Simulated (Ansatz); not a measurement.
`COC(F)[TeH]` + `[CH3][GaH][CH3]` → `[CH3][Ga]([CH3])[TeH]` + `COCF`  (formal exchange of groups at a Te–C bond)

Gas-phase electronic energies from Ansatz, PBE0-D4/def2-TZVP geometries. CCSD(T)/CBS adds triple-zeta CCSD(T) − MP2 to the extrapolated MP2 energy (def2 sets, frozen cores). DFT in def2-TZVPP. Elements past krypton have def2 core potentials. For Ga, Te outer-core shells are correlated without core-valence functions, which leaves a few kJ/mol of doubt a bond. Scalar relativity is left out up to krypton. Each species was taken in one conformer, which may not be the lowest.

`COC(F)[TeH]`:

```xyz
10

C    -0.388   -1.396    0.403
O    -0.226    0.009    0.541
C     0.449    0.584   -0.489
F    -0.301    0.531   -1.644
Te    0.927    2.629    0.024
H    -1.025   -1.637   -0.451
H     0.586   -1.886    0.284
H    -0.857   -1.745    1.321
H     1.394    0.071   -0.714
H    -0.558    2.840    0.726
```

`[CH3][GaH][CH3]`:

Cartesian coordinates in Å:
```
C -0.018 -0.198 1.713
Ga 0.730 -0.135 -0.110
C -0.436 0.282 -1.644
H -0.056 0.820 2.118
H 0.588 -0.799 2.392
H -1.041 -0.580 1.712
H 2.266 -0.418 -0.342
H -0.931 -0.638 -1.974
H 0.120 0.678 -2.495
H -1.223 0.988 -1.370
```

`[CH3][Ga]([CH3])[TeH]`:

Z-matrix (Å, degrees):
```
C
Ga 1 1.967
H 1 1.090 2 112.4
H 1 1.093 2 109.9 3 -121.2
H 1 1.093 2 109.7 3 120.9
C 2 1.967 1 125.4 3 176.9
Te 2 2.537 1 116.1 3 -2.2
H 6 1.092 2 110.8 1 36.6
H 6 1.094 2 109.2 1 -81.9
H 6 1.090 2 111.6 1 158.6
H 7 1.658 2 92.5 1 -179.8
```

`COCF`:

Z-matrix (Å, degrees):
```
C
O 1 1.414
H 1 1.097 2 110.8
H 1 1.089 2 107.0 3 118.9
H 1 1.093 2 111.3 3 -121.6
C 2 1.362 1 114.0 3 55.1
F 6 1.383 2 111.4 1 70.0
H 6 1.099 2 112.1 1 -48.8
H 6 1.091 2 107.6 1 -172.1
```

| level | ΔE (kJ/mol) |
| --- | --- |
| LDA (SPW92) | -172.2 |
| B97M-V | -168.5 |

**Question.** What does CCSD(T)/CBS give? (An estimate is asked.)

**Answer.** Ansatz gave: -184.5 kJ/mol. The listed levels differ from it by 12.3, 16.0 kJ/mol.

Largest T1 diagnostic among the species: 0.012.

Leaving LDA and LC-ωPBE aside and taking each functional with its dispersion term where it has one, the values, not all of them listed here, spread over 24.5 kJ/mol, from BHLYP-D4 to B97M-V. LDA lies +4.0 kJ/mol from PBE without D4. At CCSD(T), def2-SVP lies −8.9 kJ/mol from the extrapolated value and def2-TZVPP +0.4 kJ/mol.
